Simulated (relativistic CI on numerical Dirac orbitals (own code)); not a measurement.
# Hyperfine structure of Cd12+, mass number 111

Method of calculation: Dirac-Coulomb-Breit CI, KLI orbitals optimised for each configuration, model QED, unscaled Slater integrals (own radial code, finite nucleus).

CI space (outside the closed core [Ar] 3d10): 4s²4p⁶, 4s²4p⁵4d, 4s4p⁶4d, 4s²4p⁵4f, 4s4p⁶4f, 4s²4p⁵5s, 4s²4p⁵5p, 4s4p⁶5s, 4s²4p⁵5d, 4p⁶4d², 4p⁵4d³, 4p⁵4d²4f, 4p⁵4d²5s, 4p⁵4d²5p, 4p⁶4f², 4p⁵4d4f², 4p⁵4f³, 4p⁵4f²5s, 4p⁵4f²5p. Double excitations out of closed p, d and f shells are left out; levels of such configurations are missing from the list, as are those of other unlisted configurations, and high levels can miss mixing partners. These lack a partner that the ground configuration has and come out too high: 4s²4p⁵5d.

Nuclear spin I = 1/2, μ = -0.594 μN (tables of Stone and Pyykkö). The electronic factors are computed for point nuclear moments, without core polarisation or the Bohr-Weisskopf and QED corrections.

| Level | E (cm⁻¹) | A (MHz) |
| --- | --- | --- |
| 4s²4p⁵4d ³P°1 | 479831 | -2010 |
| 4s²4p⁵4d ³P°2 | 494987 | -1535 |
| 4s²4p⁵4d ³F°4 | 496022 | -4227 |
| 4s²4p⁵4d ³F°3 | 497693 | -6311 |
| 4s²4p⁵4d ³D°3 | 528893 | -3629 |
| 4s²4p⁵4d ³D°1 | 549459 | 2070 |
| 4s²4p⁵4d ³D°2 | 571344 | 5152 |
| 4s²4p⁵4d ¹P°1 | 693120 | 7112 |

Levels with J = 0, under 50 % of one LS term, or S terms without an open s electron are left out. Small factors come from cancelling terms and can be off by tens of per cent or more.

At this charge energies of transitions that change n are usually good to better than 1 %, and those within a shell (Δn = 0) to a few per cent.

Question: Give the hyperfine levels of 4s²4p⁵4d ³F°4 relative to its centre of gravity.

Answer: With K = F(F + 1) − I(I + 1) − J(J + 1), E = AK/2: F = 7/2: 10570, F = 9/2: -8453 MHz.

LS names give the leading component of a level, which can be under half, so a name can repeat, a term be missing and a line seem to break the LS rules.
